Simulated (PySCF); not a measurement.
# Tb(SH)3: from a saddle point downhill

PySCF 2.14.0, RKS PBE0, Tb lcecp-1-SVP with ECP54, S def2-SVP, H def2-SVP; non-relativistic Hamiltonian with scalar-relativistic core potentials where named; density fitting; no spin-orbit coupling. Relaxed within the symmetry of its start, the geometry (C3v) is

```xyz
7

Tb    0.0000    0.0000   -0.3367
S     2.4497    0.0000    0.5006
H     2.1408    0.0000    1.8173
S    -1.2248    2.1215    0.5006
H    -1.0704    1.8540    1.8173
S    -1.2248   -2.1215    0.5006
H    -1.0704   -1.8540    1.8173
```

and its lowest harmonic modes are -278, -194, -194, 67, 86, 86 cm⁻¹ (negative: unstable). It was moved along the lowest mode and relaxed again, within the group C3 that the move left.

Task: Where does it end, and how much lower?

Result: In C3, nearly C3h, 0.402 eV lower, after 25 steps:
```xyz
7

Tb    0.0000    0.0000    0.8901
S     2.5546    0.4165    0.9479
H     2.8739   -0.9002    0.9611
S    -1.6380    2.0041    0.9479
H    -0.6573    2.9390    0.9611
S    -0.9166   -2.4206    0.9479
H    -2.2165   -2.0387    0.9611
```

Task: How do the contacts change?

Result: 
```
    contact  saddle (Å)  end (Å)
Tb1–S2 (SH)       2.589    2.589
Tb1–S4 (SH)       2.589    2.589
Tb1–S6 (SH)       2.589    2.589
```


Task: Is the end a minimum?

Result: Yes, as far as the noise of the softest modes lets one tell (those above −25 cm⁻¹ count as noise); lowest modes 24, 62, 62, 178, 204, 204 cm⁻¹.

An lcecp potential fixes the number of 4f electrons, so in runs with it no electron can move into or out of that shell.

State: singlet in the valence, with the 4f electrons in the core potential.
